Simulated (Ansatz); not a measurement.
Species: sum formula SiPH4 (charge 0, doublet). SMILES: [PH][SiH3]
Geometry: optimised at B3LYP-D3(BJ)/def2-TZVP (Ansatz, a first-principles code).

PBE beside other levels, property by property. Valence correlation only, unless marked. UHF or UKS for open shells. Spin-orbit coupling is left out. No relativistic terms. CBS marks a two-point X^-3 extrapolation of the correlation energy; Hartree-Fock from the larger set. [CCSD(T)-MP2]/basis is that difference in the basis named. Atomisation energies are electronic, to ground-state atoms; the column to compare with has the core term from cc-pwCVTZ added, other frozen-core levels have none. Vertical energies are electronic, to the SCF solution reached for that spin. Anions need diffuse functions, of which def2-TZVPD holds fewer than the aug- sets. The coupled-cluster column (Ansatz) is a level with limits of its own: RI-MP2/CBS(aug-cc-pV(T+d)Z,aug-cc-pV(Q+d)Z)+[CCSD(T)-MP2]/aug-cc-pV(T+d)Z.

```json
[
 {"property": "atomisation energy (kcal/mol)", "PBE/def2-TZVPD (Ansatz)": "366.0", "PBE0/def2-TZVPD (Ansatz)": "365.3", "wB97X-V/def2-TZVPD (Ansatz)": "378.3", "CCSD(T)/aug-cc-pV(D+d)Z (Ansatz)": "341.4", "coupled cluster": "371.3"},
 {"property": "vertical electron affinity to the singlet (eV)", "PBE/def2-TZVPD (Ansatz)": "1.60", "PBE0/def2-TZVPD (Ansatz)": "1.55", "wB97X-V/def2-TZVPD (Ansatz)": "1.58", "CCSD(T)/aug-cc-pV(D+d)Z (Ansatz)": "1.52", "coupled cluster": "1.77"}
]
```

As the rows show:
- atomisation energy: PBE lies 5.3 kcal/mol below coupled cluster.
- vertical electron affinity to the singlet: PBE lies 0.17 eV below coupled cluster.
